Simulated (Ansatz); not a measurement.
Reaction (formal hydrolysis of a Y–C bond): `C[O][Y]([CH3])[OH]` + H₂O → `C[O][Y]([OH])[OH]` + CH₄

Isolated molecules relaxed with PBE0-D4/def2-TZVP in Ansatz; ΔE leaves out vibrations. CBS: MP2 limit from def2 TZ/QZ plus the TZ coupled-cluster correction, frozen cores. This one scheme is used for every species. Functionals use def2-TZVPP. B3LYP here is the variant with VWN-RPA as its local correlation; programs differ in this. HSE06 is defined as in plane-wave codes. def2 core potentials past Kr. For Y outer-core shells are correlated without core-valence functions, which leaves a few kJ/mol of doubt a bond. Each species was taken in one conformer, which may not be the lowest.

`C[O][Y]([CH3])[OH]`:

Cartesian coordinates in Å:
```
C -0.909 2.368 -0.808
O -0.255 1.174 -0.550
Y 0.827 -0.448 -0.031
C -0.456 -2.400 0.422
O 2.665 -0.379 0.808
H -0.217 3.221 -0.792
H -1.692 2.562 -0.063
H -1.392 2.351 -1.793
H -0.921 -2.343 1.417
H 0.136 -3.326 0.426
H -1.284 -2.556 -0.282
H 3.497 -0.225 1.245
```

H₂O:

```xyz
3

O     0.152    0.279    0.225
H    -0.542   -0.342    0.455
H     0.390    0.063   -0.679
```

`C[O][Y]([OH])[OH]`:

Cartesian coordinates in Å:
```
C -0.432 -1.924 1.017
O -0.151 -0.724 0.387
Y 0.235 1.033 -0.546
O 2.075 1.873 -0.379
O -1.227 1.928 -1.633
H -1.455 -2.264 0.802
H -0.336 -1.836 2.108
H 0.255 -2.717 0.693
H 2.937 2.270 -0.303
H -1.902 2.360 -2.146
```

CH₄:

Z-matrix (Å, degrees):
```
C
H 1 1.090
H 1 1.090 2 109.5
H 1 1.090 2 109.5 3 -120.0
H 1 1.090 2 109.5 3 120.0
```

```csv
level,ΔE (kJ/mol),difference from CCSD(T)/CBS
PBE-D4,-196.9,2.2
B97M-V,-205.3,-6.2
B3LYP-D4,-207.1,-8.0
r2SCAN0-D4,-202.6,-3.5
HSE06-D4,-196.2,2.9
BHLYP-D4,-209.3,-10.2
ωB97M-V,-201.6,-2.5
B2PLYP,-208.7,-9.6
PBE-QIDH,-200.7,-1.6
revPBE,-196.5,2.6
r2SCANh,-204.2,-5.1
r2SCAN0,-203.0,-3.9
MP2/def2-SVP,-233.0,-33.9
CCSD(T)/def2-TZVPP,-198.8,0.3
HF/def2-QZVPP,-211.5,-12.4
CCSD/CBS(def2),-200.2,-1.1
CCSD(T)/CBS,-199.1,0
```

Largest T1 diagnostic among the species: 0.014.

Leaving LDA and LC-ωPBE aside and taking each functional with its dispersion term where it has one, the values, not all of them listed here, spread over 15.4 kJ/mol, from CAM-B3LYP-D4 to HSE06-D4. In def2-TZVPP, CCSD(T) changes the Hartree–Fock value by +12.1 kJ/mol (the triples alone add +1.2 kJ/mol) and MP2 by +6.7 kJ/mol. At CCSD(T), def2-SVP lies −29.8 kJ/mol from the extrapolated value and def2-TZVPP +0.3 kJ/mol.

CCSD(T)/CBS has its own doubt, a few kJ/mol and more with outer-core shells, so smaller differences from it don't rank the levels.
